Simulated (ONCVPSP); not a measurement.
**Potentials for Sn compared**

Generated with ld1.x 7.5 (TM, RRKJ, ultrasoft, PAW), atompaw 4.2 or ONCVPSP 4.0.1. The cutoff is in Ry: for ld1.x and atompaw files where the sum of valence levels is converged to 10 mRy in a Bessel basis, for ONCV files where the hardest occupied wave has 1 mHa per electron of residual kinetic energy. The error is the largest all-electron minus pseudo excitation energy over each file’s own four to seven test configurations (ionisations up to +4, promotions, holes and added fractions of an electron), all of which were solved. The labels leave out finer settings (local radius, basis sizes, second energies), which also bear on the numbers. Spin-polarised tests are not counted. The rows are a selection from randomly drawn settings: files with unsolved tests, undetermined cutoffs or missed reference levels are left out.

A true bound ghost makes a file unfit for plane-wave use even where its test errors are small: the radial tests pick states by their node count and pass the ghost by.

| potential | cutoff (Ry) | largest error (meV) | bound ghosts |
| --- | --- | --- | --- |
| ONCV, PBEsol, scalar-relativistic, rc 1.45/1.28/1.00 (spd), local d, core correction no, reference 4s2 4p6 4d10 5s2 5p1, qcut 9.4/9.3/9.9, projectors 2/2/0 | 88 | -9.7 | none |
| ONCV, PBEsol, fully relativistic, rc 1.15/1.45/1.60 (spd), local smoothed, core correction no, reference 4s2 4p6 4d10 5s1 5p3, qcut 11.7/11.9/8.1, projectors 2/2/3 | 98 | -112 | none |
| ONCV, PBE, fully relativistic, rc 1.25/1.60/1.40 (spd), local smoothed, core correction yes, reference 4s2 4p6 4d10 5s2 5p2, qcut 10.8/9.3/9.6, projectors 2/2/2 | 83 | -0.7 | none |
| ONCV, PW91, fully relativistic, rc 1.70/1.40/1.50 (spd), local smoothed, core correction yes, reference 4p6 4d10 5s1 5p3, qcut 3.2/11.4/9.3, projectors 2/2/3 | 146 | -12 | s |
| ONCV, PBEsol, scalar-relativistic, rc 1.45/1.35/1.60 (spd), local smoothed, core correction yes, reference 4s2 4p6 4d10 5s2 5p2, qcut 9.6/9.2/11.6, projectors 2/2/2 | 81 | -12 | none |

Task: Fill in the row for Sn: ONCV, BLYP, scalar-relativistic, rc 1.65/2.75 (sp), local smoothed, core correction yes, reference 5s2 5p1.75, qcut 3.3/2.4, projectors 2/2.

Result: cutoff 73 Ry, largest error -128 meV, bound ghosts: s.
